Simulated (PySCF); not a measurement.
Au2, SMILES [Au][Au], multiplicity 1. The structure is a stationary point at PBE0-D3(BJ)/def2-TZVPD. The multiplicity is an assumed one; other spin states were not compared. The def2 effective core potentials stand for the cores of Au; spin–orbit coupling is left out.

Computed with PBE0-D3(BJ)/def2-TZVPD run with PySCF.

Harmonic wavenumbers (cm⁻¹): 175. Rotational constants (GHz): 0.8046 (linear); symmetry number 2.

**Question.** Work out the zero-point energy and the ideal-gas rigid-rotor harmonic-oscillator thermochemistry at 298.15 K and 1 atm.

**Answer.** ZPE = ½ Σ hcν = ½ × 175 cm⁻¹ = 1.05 kJ/mol. H − E(el) = 11.30 kJ/mol. Entropy in J/(mol K): translation 183.28, rotation 76.98, vibration 9.97, total 270.23. G − E(el) = -69.27 kJ/mol. Cp = 36.94 J/(mol K).
